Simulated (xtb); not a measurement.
FSn, charge +1, singlet, at a GFN2-xTB geometry (such geometries of metal compounds can be far from the true shape); GFN2-xTB (xtb).

Here is a job for xtb.
```
$ xtb mol.xyz --gfn 2 --chrg 1 --uhf 0 --json

# file mol.xyz
2

Sn    -0.00000000    -0.00000000    -0.31245265
F      0.00000000     0.00000000     1.73584808
```

Predict the main parts of the log of this xtb run.


```
   ID    Z sym.   atoms
    1   50 Sn     1
    2    9 F      2

           -------------------------------------------------
          |                Calculation Setup                |
           -------------------------------------------------

           -------------------------------------------------
          |                 G F N 2 - x T B                 |
           -------------------------------------------------

          ...................................................
          :                      SETUP                      :
          :.................................................:
          :  # basis functions                  14          :
          :  # atomic orbitals                  13          :
          :  # shells                            5          :
          :  # electrons                        10          :
          :  max. iterations                   250          :
          :  Hamiltonian                  GFN2-xTB          :
          :  restarted?                      false          :
          :  GBSA solvation                  false          :
          :  PC potential                    false          :
          :  electronic temp.          300.0000000     K    :
          :  accuracy                    1.0000000          :
          :  -> integral cutoff          0.2500000E+02      :
          :  -> integral neglect         0.1000000E-07      :
          :  -> SCF convergence          0.1000000E-05 Eh   :
          :  -> wf. convergence          0.1000000E-03 e    :
          :  Broyden damping             0.4000000          :
          :  net charge                          1          :
          :  unpaired electrons                  0          :
          ...................................................

 iter      E             dE          RMSdq      gap      omega  full diag
   1      2.2632649  0.226326E+01  0.234E+02    0.38       0.0  T
   2     -5.7525367 -0.801580E+01  0.112E+02    9.35       1.0  T
   3     -5.9092337 -0.156697E+00  0.705E+01   13.56       1.0  T
   4     -6.4137674 -0.504534E+00  0.309E+01    4.72       1.0  T
   5     19.9998625  0.264136E+02  0.104E+02    0.00       1.0  T
   6     12.5082884 -0.749157E+01  0.990E+01    0.00       1.0  T
   7     13.0552393  0.546951E+00  0.130E+02    0.00       1.0  T
   8      6.6903341 -0.636491E+01  0.570E+01    0.00       1.0  T
   9     -6.4134790 -0.131038E+02  0.309E+01    4.81       1.0  T
  10     -6.1799852  0.233494E+00  0.211E+01   10.31       1.0  T
  11     -6.2995518 -0.119567E+00  0.102E+01    7.66       1.0  T
  12     -6.2347171  0.648347E-01  0.702E+01    2.70       1.0  T
  13     -6.2520637 -0.173466E-01  0.164E+01    8.78       1.0  T
  14     -6.3866569 -0.134593E+00  0.102E+01    5.86       1.0  T
  15     -6.3884823 -0.182537E-02  0.153E+01    5.70       1.0  T
  16     -6.3084846  0.799977E-01  0.191E+01    7.22       1.0  T
  17     -5.9784490  0.330036E+00  0.135E+02   14.26       1.0  T
  18     -5.8483123  0.130137E+00  0.146E+02   17.00       1.0  T
  19     -5.7519731  0.963392E-01  0.122E+02   14.31       1.0  T
  20     -5.7144366  0.375364E-01  0.988E+01   12.48       1.0  T
  21     -5.6994245  0.150122E-01  0.865E+01   11.58       1.0  T
  22     -5.6902692  0.915524E-02  0.817E+01   11.05       1.0  T
  23     -5.6732549  0.170143E-01  0.886E+01   10.28       1.0  T
  24     -5.6879961 -0.147412E-01  0.773E+01   10.88       1.0  T
  25     -5.7269554 -0.389592E-01  0.561E+01   12.29       1.0  T
  26     -5.8125938 -0.856385E-01  0.353E+01   14.53       1.0  T
  27     -6.0285660 -0.215972E+00  0.261E+01   14.23       1.0  T
  28      7.2940172  0.133226E+02  0.594E+01    0.00       1.0  T
  29     -5.9035882 -0.131976E+02  0.175E+01   15.64       1.0  T
  30     -6.0885425 -0.184954E+00  0.107E+01   12.52       1.0  T
  31     -6.2957697 -0.207227E+00  0.246E+01    7.18       1.0  T
  32     -6.3505974 -0.548276E-01  0.251E+01    6.13       1.0  T
  33     -6.4110592 -0.604619E-01  0.531E+00    5.14       1.0  T
  34     -6.3885345  0.225247E-01  0.922E+00    5.86       1.0  T
  35     -6.4129293 -0.243948E-01  0.219E+00    5.05       1.0  T
  36     -6.3941179  0.188114E-01  0.801E+00    5.73       1.0  T
  37     -6.4115818 -0.174639E-01  0.203E+00    5.15       1.0  T
  38     -6.4020834  0.949835E-02  0.564E+00    5.51       1.0  T
  39     -6.4105519 -0.846849E-02  0.233E+00    5.20       1.0  T
  40     -6.4070093  0.354266E-02  0.389E+00    5.35       1.0  T
  41     -6.4105624 -0.355312E-02  0.236E+00    5.20       1.0  T
  42     -6.4096651  0.897334E-03  0.285E+00    5.25       1.0  T
  43     -6.4119112 -0.224617E-02  0.177E+00    5.13       1.0  T
  44     -6.4120295 -0.118284E-03  0.180E+00    5.13       1.0  T
  45     -6.4140124 -0.198288E-02  0.538E-01    4.94       1.0  T
  46     -6.4140257 -0.132948E-04  0.159E-01    4.94       1.0  T
  47     -6.4140755 -0.497625E-04  0.296E-01    4.90       1.0  T
  48     -6.4140749  0.513456E-06  0.107E-01    4.91       1.0  T
  49     -6.4140757 -0.736445E-06  0.115E-01    4.90       1.0  T
  50     -6.4140757  0.669284E-08  0.704E-02    4.90       1.0  T
  51     -6.4140757 -0.200869E-07  0.577E-02    4.90       1.2  T
  52     -6.4140757  0.713357E-09  0.389E-02    4.90       1.8  T
  53     -6.4140757 -0.126674E-08  0.260E-02    4.90       2.7  T
  54     -6.4140757 -0.290761E-09  0.126E-02    4.90       5.6  T
  55     -6.4140757 -0.177068E-09  0.235E-03    4.90      30.1  T
  56     -6.4140757  0.669687E-12  0.670E-04    4.90     105.5  T
  57     -6.4140757 -0.214140E-11  0.434E-05    4.90    1629.9  T

   *** convergence criteria satisfied after 57 iterations ***

         :::::::::::::::::::::::::::::::::::::::::::::::::::::
         ::                     SUMMARY                     ::
         :::::::::::::::::::::::::::::::::::::::::::::::::::::
         :: total energy              -6.413610923005 Eh    ::
         :: gradient norm              0.000000458338 Eh/a0 ::
         :: HOMO-LUMO gap              4.901879893590 eV    ::
         ::.................................................::
         :: SCC energy                -6.414075688129 Eh    ::
         :: -> isotropic ES            0.089760058381 Eh    ::
         :: -> anisotropic ES          0.000385396671 Eh    ::
         :: -> anisotropic XC         -0.004694196773 Eh    ::
         :: -> dispersion             -0.000394673640 Eh    ::
         :: repulsion energy           0.000464765124 Eh    ::
         :: add. restraining           0.000000000000 Eh    ::
         :: total charge               1.000000000000 e     ::
         :::::::::::::::::::::::::::::::::::::::::::::::::::::

           -------------------------------------------------
          |                Property Printout                |
           -------------------------------------------------

    * Orbital Energies and Occupations

         #    Occupation            Energy/Eh            Energy/eV
      -------------------------------------------------------------
         1        2.0000           -1.2903646             -35.1126
         2        2.0000           -1.0586113             -28.8063
         3        2.0000           -0.7731131             -21.0375
         4        2.0000           -0.7731131             -21.0375
         5        2.0000           -0.7651863             -20.8218 (HOMO)
         6                         -0.5850456             -15.9199 (LUMO)
         7                         -0.5850456             -15.9199
         8                         -0.5835059             -15.8780
         9                         -0.5835059             -15.8780
        10                         -0.5617621             -15.2863
        11                         -0.5413622             -14.7312
        12                         -0.5413622             -14.7312
        13                         -0.2292880              -6.2392
      -------------------------------------------------------------
                  HL-Gap            0.1801408 Eh            4.9019 eV
             Fermi-level           -0.6751160 Eh          -18.3708 eV

     #   Z          covCN         q      C6AA      α(0)
     1  50 Sn       0.698     1.007   450.270    46.693
     2   9 F        0.698    -0.007     9.431     3.626

 Mol. C6AA /au·bohr⁶  :        572.935776
 Mol. C8AA /au·bohr⁸  :      61922.869378
 Mol. α(0) /au        :         50.319211

Wiberg/Mayer (AO) data.
largest (>0.10) Wiberg bond orders for each atom

 ---------------------------------------------------------------------------
     #   Z sym  total        # sym  WBO       # sym  WBO       # sym  WBO
 ---------------------------------------------------------------------------
     1  50 Sn   1.729 --     2 F    1.729
     2   9 F    1.729 --     1 Sn   1.729
 ---------------------------------------------------------------------------

Topologies differ in total number of bonds
Writing topology from bond orders to xtbtopo.mol

molecular dipole:
                 x           y           z       tot (Debye)
 q only:        0.000       0.000      -0.616
   full:       -0.000      -0.000      -1.986       5.049
molecular quadrupole (traceless):
                xx          xy          yy          xz          yz          zz
 q only:       -0.139       0.000      -0.139       0.000       0.000       0.279
  q+dip:       -0.959       0.000      -0.959      -0.000      -0.000       1.917
   full:        2.578       0.000       2.578      -0.000       0.000      -5.156

           -------------------------------------------------
          | TOTAL ENERGY               -6.413610923005 Eh   |
          | GRADIENT NORM               0.000000458338 Eh/α |
          | HOMO-LUMO GAP               4.901879893590 eV   |
           -------------------------------------------------

normal termination of xtb
```
